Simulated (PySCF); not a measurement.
C₅H₇O₃S (doublet state).
Z-matrix (Å and degrees, GFN2-xTB geometry), rows numbered from 1:
```
C 
C   1  1.4876
C   2  1.3303  1  123.83
C   3  1.4591  2  123.04  1  -179.80
C   4  1.3057  3  124.03  2  -178.92
S   5  1.7498  4  124.86  3    -0.45
O   6  1.4371  5  108.29  4    68.89
O   6  1.4270  5  109.23  4   -63.29
O   6  1.6033  5  103.31  4  -177.61
H   1  1.0898  2  109.99  3   120.80
H   1  1.0861  2  111.02  3    -0.07
H   1  1.0898  2  110.01  3  -120.96
H   2  1.0829  1  115.91  3  -179.95
H   3  1.0798  2  122.06  1     0.04
H   4  1.0847  3  115.64  2     0.76
H   9  0.9583  6  109.28  5   -89.08
```

The hyperfine couplings belong to this conformer and change with its torsions.

Identity: `C/C=C/C=[C]\S(=O)(=O)O` [radical].

Level of theory: UKS B3LYP, pcH-1 on C H O S, non-relativistic, mean-field spin-orbit, GIAO (PySCF). The structure is a single GFN2-xTB conformer in the gas phase; no vibrational or solvent corrections. Couplings are sensitive to structure, and on GFN2-xTB geometries they can be far from those on DFT ones. Stability of the SCF solution: not tested.

Question: What is the g tensor, term by term?

Answer: 
| Δg (ppm) | 1 | 2 | 3 |
| --- | --- | --- | --- |
| relativistic mass correction | -187 | -187 | -187 |
| gauge correction | -55 | 33 | 8 |
| orbital Zeeman/spin–orbit | -1090 | -129 | 1377 |
| total | -1332 | -283 | 1198 |

So g = 2.00099, 2.00204, 2.00352 and g_iso = 2.00218; the tensor is rhombic: the two nearest values differ by 41 % of g3 − g1. Axes: g3 points within 4° of the C3–C4 bond.

Question: What are the electron Larmor frequencies g μB B/h along the three axes at 350 mT?

Answer: 9.8022, 9.8073, 9.8146 GHz for g1, g2 and g3, a range of 12.4 MHz.

Question: How much does each term add to the isotropic shift?

Answer: The mass correction -187, the orbital-Zeeman/spin–orbit term 53 and the gauge correction -4 ppm, for a total of -139 ppm. The mass correction is the largest in size. The mass correction is the same along every axis, so the anisotropy comes from the other two: their spans along these axes are 88 (gauge) and 2467 ppm (orbital Zeeman/spin–orbit).

Question: At 9.513 GHz, how far is the centre of the isotropic spectrum from where a free electron (g = 2.002319) resonates?

Answer: B = hν/(g μB) with μB/h = 13.99624 MHz/mT gives 339.45 mT for the free electron and 339.47 mT at g_iso, 0.02 mT higher.

Question: In a frozen sample, at which fields do the three g values resonate at 9.5, 34, 94 and 263 GHz (hyperfine left aside), and which band first spreads them over more than twice a line width of 1.0 mT?

Answer: 
| band | GHz | B(g3) mT | B(g2) mT | B(g1) mT | spread mT |
| --- | --- | --- | --- | --- | --- |
| X | 9.5 | 338.78 | 339.03 | 339.21 | 0.43 |
| Q | 34.0 | 1212.48 | 1213.38 | 1214.01 | 1.53 |
| W | 94.0 | 3352.15 | 3354.63 | 3356.39 | 4.24 |
| J | 263.0 | 9378.88 | 9385.82 | 9390.74 | 11.86 |

The spread grows in proportion to the frequency. W band is the first where it exceeds 2.0 mT.

The Mulliken spin populations are largest on C5 (+0.95), C4 (-0.14) and C3 (+0.09). No atom but C5 exceeds +0.15. The positive populations add up to 1.20 and the negative ones to -0.20, together 2S = 1.

The HOMO–LUMO gaps are 5.40 eV among the α and 3.01 eV among the β orbitals.
